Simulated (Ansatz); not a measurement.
`CCCOC(=O)CCCl`. Total charge 0; spin multiplicity 1. All single points use the PBE0-D4/def2-TZVP geometry. It is one conformer, not always the lowest.

```xyz
20

C     1.277    1.374   -2.160
C     0.383    0.150   -2.244
C     0.785   -0.956   -1.294
O     0.742   -0.525    0.075
C    -0.440   -0.606    0.690
O    -1.446   -1.024    0.180
C    -0.343   -0.106    2.106
C    -1.668   -0.217    2.821
Cl   -1.526    0.387    4.491
H     2.315    1.123   -2.398
H     1.264    1.806   -1.157
H     0.953    2.146   -2.860
H     0.410   -0.268   -3.256
H    -0.660    0.418   -2.050
H     1.824   -1.252   -1.452
H     0.137   -1.827   -1.410
H     0.005    0.930    2.087
H     0.433   -0.675    2.626
H    -2.438    0.372    2.327
H    -2.007   -1.249    2.877
```

**Question.** What is the dipole moment at B3LYP/def2-TZVPP? (An estimate is asked.)

**Answer.** Computed: 2.63 D, with components (1.69, 0.01, -2.02) D in this frame, pointing from negative to positive charge.

**Question.** And with PBE, r2SCAN, ωB97M-V? (Best estimate.)

**Answer.** Computed: PBE 2.61 D, r2SCAN 2.70 D, ωB97M-V 2.60 D.

**Question.** Give the Mulliken charges with B3LYP, PBE, ωB97M-V in def2-TZVPP. (Best estimate.)

**Answer.** The calculation gave: 
```tsv
atom	B3LYP	PBE	ωB97M-V
C1	-0.25	-0.25	-0.30
C2	-0.11	-0.11	-0.17
C3	0.03	0.02	-0.07
O4	-0.28	-0.20	-0.26
C5	0.30	0.21	0.32
O6	-0.33	-0.29	-0.34
C7	-0.14	-0.14	-0.20
C8	-0.06	-0.07	-0.15
Cl9	-0.17	-0.16	-0.13
H10	0.07	0.07	0.09
H11	0.08	0.08	0.10
H12	0.09	0.08	0.11
H13	0.06	0.06	0.09
H14	0.08	0.08	0.10
H15	0.10	0.09	0.13
H16	0.10	0.09	0.14
H17	0.10	0.09	0.12
H18	0.10	0.10	0.13
H19	0.12	0.12	0.14
H20	0.12	0.12	0.14
```

B3LYP here is the variant with VWN-RPA as its local correlation; programs differ in this.
